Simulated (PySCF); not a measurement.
Species: C₆H₁₀FO (doublet state).
Atom-mapped SMILES: `[CH3:1][C:2](=[O:3])[CH:4][C@H:5]([CH3:6])[CH2:7][F:8]` (hydrogens: H9, H10, H11 on C1; H12 on C4; H13 on C5; H14, H15, H16 on C6; H17, H18 on C7)

Geometry (GFN2-xTB, Å), atoms numbered from 1 in this order:
```
atom  x, y, z in Å
C1     2.8303   -0.5461    0.1240
C2     1.3949   -0.5593    0.6009
O3     1.0959   -0.8290    1.7648
C4     0.4096   -0.2271   -0.3763
C5    -1.0190   -0.1407   -0.0060
C6    -1.9486   -0.2709   -1.2083
C7    -1.2794    1.1898    0.7380
F8    -1.0273    2.2589   -0.0806
H9     2.9529   -1.2512   -0.6956
H10    3.4924   -0.8196    0.9404
H11    3.0921    0.4461   -0.2374
H12    0.7115    0.0398   -1.3766
H13   -1.2251   -0.9181    0.7415
H14   -1.7492   -1.1972   -1.7408
H15   -2.9868   -0.2731   -0.8846
H16   -1.8009    0.5636   -1.8900
H17   -0.6225    1.2800    1.6070
H18   -2.3297    1.2604    1.0368
```

The hyperfine couplings belong to this conformer and change with its torsions.

Theory: UKS B3LYP, pcH-1 on C F H O, non-relativistic, mean-field spin-orbit, GIAO (PySCF 2.14.0). The structure is a single GFN2-xTB conformer in the gas phase; no vibrational or solvent corrections. Couplings are sensitive to structure, and on GFN2-xTB geometries they can be far from those on DFT ones. No stability test was run, so a lower SCF solution isn't excluded.

(1) The isotropic 13C couplings are +67.0, +49.5, -36.2, -24.6, +6.6, -2.4 MHz. Assign them to C1; C2; C4; C5; C6; C7.

Results:

(1) 
| site | a_iso (MHz) | ρ(0) (bohr⁻³) | position | distance from C4 (Å) | spin population | largest \|T\| (MHz) |
| --- | --- | --- | --- | --- | --- | --- |
| C1 | -2.4 | -0.0021 | 2 bonds from C4 | 2.49 | 0.00 | 1.3 |
| C2 | -36.2 | -0.0322 | 1 bond from C4 | 1.43 | -0.10 | 10.0 |
| C4 | +67.0 | +0.0596 | largest spin population | 0.00 | +0.85 | 128.7 |
| C5 | -24.6 | -0.0219 | 1 bond from C4 | 1.48 | -0.07 | 2.2 |
| C6 | +6.6 | +0.0059 | 2 bonds from C4 | 2.50 | +0.01 | 2.7 |
| C7 | +49.5 | +0.0441 | 2 bonds from C4 | 2.47 | +0.04 | 11.0 |

ρ(0) is the spin density at the nucleus and T the dipolar tensor; entries for several nuclei are means. Largest spin populations (Mulliken): C4 (+0.85), O3 (+0.28), C2 (-0.10) and C5 (-0.07). The angles at C4 add up to 359.8°, so it is planar; its axial dipolar tensor and the negative coupling of its proton fit spin in a p orbital normal to that plane.

Examples of negative spin density at the nucleus (bohr⁻³): C2 (-0.0322), C5 (-0.0219) and H12 (-0.0116).

Means are taken over nuclei equivalent by connectivity, which assumes that they swap fast. The three 1H nuclei of mean +1.7 MHz run from -1.7 to 4.4 MHz in the frozen geometry.
